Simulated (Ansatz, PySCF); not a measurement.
System: sum formula HBO₂Cl, charge 0, multiplicity 2. It need not be the lowest isomer of its formula. 
Coordinates optimised at B3LYP-D3(BJ)/def2-TZVP (Ansatz, a first-principles code):
```xyz
5

B      0.1109    -0.4929     0.1111
Cl    -0.2119     1.2279    -0.2560
O      1.3710    -0.6607     0.5449
O     -0.7843    -1.4896    -0.0267
H     -1.6466    -1.2079    -0.3490
```
Charge 0, spin multiplicity 2.

Wanted: atomisation energy (electronic, to ground-state atoms), in kcal/mol. Valence correlation only, unless marked. Open shells are spin-unrestricted. No spin-orbit coupling. Non-relativistic. The coupled-cluster limit lacks core correlation, which all-electron functionals hold. CBS(X,Y): correlation extrapolated as X^-3; Hartree-Fock from the larger set. The bracket is a focal-point correction in the basis named.

```json
[
 {"level": "HF/cc-pV(D+d)Z", "program": "Ansatz", "atomisation energy (kcal/mol)": "334.0"},
 {"level": "HF/def2-TZVPD", "program": "PySCF", "atomisation energy (kcal/mol)": "342.4"}
]
```

Problem. Predict the RI-MP2/CBS(aug-cc-pV(T+d)Z,aug-cc-pV(Q+d)Z)+[CCSD(T)-MP2]/aug-cc-pV(T+d)Z result (Ansatz).

Solution. 473.5 kcal/mol
